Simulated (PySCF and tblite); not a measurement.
3 diastereomers of C₇H₁₃Cl₃, numbered alike:

```
isomer                                                                        SMILES  descriptors (one enantiomer)  sequence (m meso, r racemo)
     A  [CH3:1][C@@H:2]([Cl:3])[CH2:4][C@@H:5]([Cl:6])[CH2:7][C@H:8]([CH3:9])[Cl:10]                    2R, 5s, 8S                           mm
     B   [CH3:1][C@@H:2]([Cl:3])[CH2:4][C@H:5]([Cl:6])[CH2:7][C@H:8]([CH3:9])[Cl:10]                    2R, 5r, 8S                           rr
     C     [CH3:1][C@H:2]([Cl:3])[CH2:4][CH:5]([Cl:6])[CH2:7][C@H:8]([CH3:9])[Cl:10]                        2S, 8S                           mr
```

Computed spectrum of one of them (conformer average at 298.15 K; GFN1-xTB geometries, energies PBE0/def2-SVP (D3(BJ) added where defined), GIAO shieldings PBE0/def2-SVP; references on GFN2-xTB geometries), in ppm: ¹H (against TMS): 4.45 (1H), 4.33 (1H), 4.26 (1H), 2.11 (1H), 1.87 (1H), 1.85 (1H), 1.83 (1H), 1.46 (3H), 1.43 (3H). ¹³C (against TMS): 60.8 (1C), 57.7 (1C), 55.7 (1C), 51.6 (1C), 50.7 (1C), 26.6 (1C), 25.4 (1C). Of the H, only those on carbon are given.

Task: Which isomer is it?

Result: C. It shows 7 carbon signals, which only C gives by symmetry. Assigned: ¹H (against TMS): 4.45 (H5, 1H), 4.33 (H8, 1H), 4.26 (H2, 1H), 2.11 (H4a, 1H), 1.87 (H7a, 1H), 1.85 (H4b, 1H), 1.83 (H7b, 1H), 1.46 (H9, 3H), 1.43 (H1, 3H). ¹³C (against TMS): 60.8 (C5), 57.7 (C8), 55.7 (C2), 51.6 (C7), 50.7 (C4), 26.6 (C9), 25.4 (C1). For comparison, at another level (GFN2-xTB geometries, energies PBE0/pcSseg-1 (D3(BJ) added where defined), GIAO shieldings PBE0/pcSseg-1) the isomers give: A: ¹H (against TMS): 4.29 (H5, 1H), 4.27 (H2/H8, 2H), 2.04 (H4a/H7a, 2H), 2.00 (H4b/H7b, 2H), 1.51 (H1/H9, 6H). ¹³C (against TMS): 62.6 (C5), 59.9 (C2/C8), 50.8 (C4/C7), 27.2 (C1/C9). B: ¹H (against TMS): 4.72 (H5, 1H), 4.40 (H2/H8, 2H), 1.73 (H4a/H7a, 2H), 1.68 (H4b/H7b, 2H), 1.53 (H1/H9, 6H). ¹³C (against TMS): 63.7 (C5), 60.9 (C2/C8), 54.1 (C4/C7), 27.9 (C1/C9). C: ¹H (against TMS): 4.41 (H8, 1H), 4.36 (H5, 1H), 4.30 (H2, 1H), 2.15 (H4a, 1H), 1.76 (H4b, 1H), 1.75 (H7a, 1H), 1.72 (H7b, 1H), 1.54 (H9, 3H), 1.50 (H1, 3H). ¹³C (against TMS): 63.0 (C5), 61.1 (C8), 59.7 (C2), 54.0 (C7), 53.1 (C4), 27.9 (C9), 26.2 (C1).

The conformer set may be incomplete (the search or the number kept was capped). Shifts are unscaled: against experiment ¹³C can be off by 15 ppm or more and ¹H by 0.8 ppm. The cap on conformers cut off some of the population, so the set may be incomplete.
